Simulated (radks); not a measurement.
Species: Zn. Configuration: [Ar] 3d9.5 4s2 4p0.5 (fractional occupations, a model configuration). Calculated with a radial shooting solver on a logarithmic mesh with Libxc functionals: Dirac Kohn-Sham, BLYP, spin-unpolarised, spherical densities, finite nucleus; open shells are shared between the two j in proportion to 2j + 1; Fermi nuclear charge, rms radius 3.9283 fm.

Radial electron density D(r) = 4 pi r^2 rho(r):

r (bohr),D(r) (e/bohr)
0.005244,5.172
0.006994,8.169
0.009329,12.46
0.01244,18.15
0.01659,24.86
0.02213,31.46
0.02929,35.87
0.03906,36.48
0.0521,33.13
0.06948,29.56
0.09267,31.17
0.1236,38.22
0.1635,42.00
0.2181,34.71
0.2909,22.62
0.388,19.71
0.5175,24.02
0.6903,22.22
0.9206,13.48
1.218,6.227
1.625,2.830
2.167,1.579
2.89,0.8615
3.855,0.3660
5.141,0.1153
6.803,0.02964
9.073,0.005686
12.1,0.0006792

D(r) has 3 maxima, at r = 0.0352, 0.160, 0.570 bohr, and minima at 0.0753, 0.358 bohr, inside which lie 2.11, 10.88 electrons.
